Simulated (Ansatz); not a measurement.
CH3Al, SMILES `[CH][AlH2]` (lower triplet) (charge 0, multiplicity 3). This triplet lies 0.80 eV below the relaxed singlet at the level composite: frozen-core CCSD(T) with HF/cc-pVQZ and the correlation energy extrapolated as X^-3 from cc-pVTZ and cc-pVQZ, plus CCSDT(Q) minus CCSD(T) in cc-pVDZ // PBE0-D3(BJ)/def2-TZVP (Ansatz, a program for electronic structure).

The numbers are results of r2SCAN/cc-pVTZ // PBE0-D3(BJ)/def2-TZVP (Ansatz), not measurements.

Ansatz 0.2 input:
```yaml
crystal:
  periodic: [false, false, false]
  atoms:
    - { symbol: C, position_ang: [1.220735, -0.109274, -0.039174] }
    - { symbol: Al, position_ang: [-0.659767, 0.059574, 0.021843] }
    - { symbol: H, position_ang: [2.297646, -0.207555, -0.076057] }
    - { symbol: H, position_ang: [-1.30292, 1.501479, 0.145393] }
    - { symbol: H, position_ang: [-1.555693, -1.244224, -0.052005] }
basis:
  gaussian: { orbitals: cc-pVTZ }
hamiltonian:
  xc: r2scan
magnetization:
  spin_polarized: true
  initial_magnetization: 2
```

Output:

```
Functional definition: r2SCAN
617 factors; their error is unknown
mean field evaluation 1: about -7675.4864 eV, gradient 2.2e1 eV
mean field evaluation 2: about -7673.7736 eV, gradient 2.6e1 eV
mean field evaluation 4: about -7678.0908 eV, gradient 6.3e-1 eV
mean field evaluation 8: about -7678.0839 eV, gradient 9.6e-2 eV
mean field -7678.08397503 eV, -282.1643816901 hartree, gradient 6.2e-5 eV, S^2 2.012839; 0 other end points of the search recorded, 0 dependent functions left out
reference -7678.08399072 eV, -282.1643822666 hartree; 12, 10 occupied and 94, 96 virtual orbitals, 617 factors
Total energy: -7678.08399072 eV, -282.1643822666 hartree
```
